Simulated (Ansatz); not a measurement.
hydrogen chloride (HCl), singlet, geometry from GFN2-xTB.

Here is a job for Ansatz (a program for electronic structure).
Ansatz 0.2 input:
```yaml
crystal:
  periodic: [false, false, false]
  atoms:
    - {symbol: Cl, position_ang: [-0.00000000, -0.00000000, -0.07094563]}
    - {symbol: H, position_ang: [0.00000000, 0.00000000, 1.20607566]}
basis:
  gaussian:
    orbitals: def2-SVP
magnetization: {spin_polarized: false}
correlation: {method: ccsd_t}
```

### Question
What is the computed coupled-cluster correlation energy (without the perturbative part) (Ansatz with CCSD(T)/def2-SVP)?

### Answer
-0.1617 Eh

### Question
Give the T1 diagnostic at the level CCSD(T)/def2-SVP.

### Answer
0.005

### Question
Predict the total energy from CCSD(T)/def2-SVP.

### Answer
-460.102171 Ha

### Question
What number of basis functions does CCSD(T)/def2-SVP give?

### Answer
23
